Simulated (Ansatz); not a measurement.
Reaction (formal exchange of groups at the Sn–O bond): `[NH2][SnH2][OH]` + `BC` → `[BH2][SnH2][NH2]` + CH₃OH

Gas-phase electronic energies from Ansatz, PBE0-D4/def2-TZVP geometries. CBS: MP2 limit from def2 TZ/QZ plus the TZ coupled-cluster correction, frozen cores. This one scheme is used for every species. Functionals use def2-TZVPP. HSE06 is defined as in plane-wave codes. Elements past krypton have def2 core potentials. For Sn outer-core shells are correlated without core-valence functions, which leaves a few kJ/mol of doubt a bond. Each species was taken in one conformer, which may not be the lowest.

```json
{"level": "PBE-D4", "ΔE (kcal/mol)": "32.2", "difference from CCSD(T)/CBS": "-1.6"}
{"level": "r2SCAN-D4", "ΔE (kcal/mol)": "34.5", "difference from CCSD(T)/CBS": "0.7"}
{"level": "B97M-V", "ΔE (kcal/mol)": "36.0", "difference from CCSD(T)/CBS": "2.2"}
{"level": "PBE0-D4", "ΔE (kcal/mol)": "31.8", "difference from CCSD(T)/CBS": "-2.0"}
{"level": "r2SCANh-D4", "ΔE (kcal/mol)": "34.1", "difference from CCSD(T)/CBS": "0.3"}
{"level": "HSE06-D4", "ΔE (kcal/mol)": "31.7", "difference from CCSD(T)/CBS": "-2.1"}
{"level": "PBE-QIDH", "ΔE (kcal/mol)": "33.0", "difference from CCSD(T)/CBS": "-0.8"}
{"level": "revPBE", "ΔE (kcal/mol)": "31.8", "difference from CCSD(T)/CBS": "-2.0"}
{"level": "BLYP", "ΔE (kcal/mol)": "33.2", "difference from CCSD(T)/CBS": "-0.6"}
{"level": "BHLYP", "ΔE (kcal/mol)": "33.1", "difference from CCSD(T)/CBS": "-0.7"}
{"level": "CCSD/def2-SVP", "ΔE (kcal/mol)": "29.1", "difference from CCSD(T)/CBS": "-4.7"}
{"level": "MP2/def2-TZVPP", "ΔE (kcal/mol)": "34.5", "difference from CCSD(T)/CBS": "0.7"}
{"level": "SCS-MP2/def2-TZVPP", "ΔE (kcal/mol)": "33.6", "difference from CCSD(T)/CBS": "-0.2"}
{"level": "CCSD/def2-TZVPP", "ΔE (kcal/mol)": "31.8", "difference from CCSD(T)/CBS": "-2.0"}
{"level": "MP2/def2-QZVPP", "ΔE (kcal/mol)": "35.6", "difference from CCSD(T)/CBS": "1.8"}
{"level": "CCSD/CBS(def2)", "ΔE (kcal/mol)": "33.5", "difference from CCSD(T)/CBS": "-0.3"}
{"level": "CCSD(T)/CBS", "ΔE (kcal/mol)": "33.8", "difference from CCSD(T)/CBS": "0"}
```

Question: What do rigid-rotor, harmonic-oscillator terms from PBE0-D4/def2-TZVP frequencies (298.15 K, 1 bar) make of the CCSD(T)/CBS value? (Estimate.)

Answer: The calculation gave: ΔZPE = +1.5 kcal/mol, ΔH = +35.2 kcal/mol, ΔS = -9 J/(mol·K), ΔG = +35.8 kcal/mol.

Largest T1 diagnostic among the species: 0.013.

From r2SCAN to r2SCAN0 (25 % exact exchange), in def2-TZVPP and without D4, ΔE moves by −0.9 kcal/mol. At CCSD(T), def2-SVP lies −4.6 kcal/mol from the extrapolated value and def2-TZVPP −1.7 kcal/mol. Leaving LDA and LC-ωPBE aside and taking each functional with its dispersion term where it has one, the values spread over 4.2 kcal/mol, from HSE06-D4 to B97M-V.
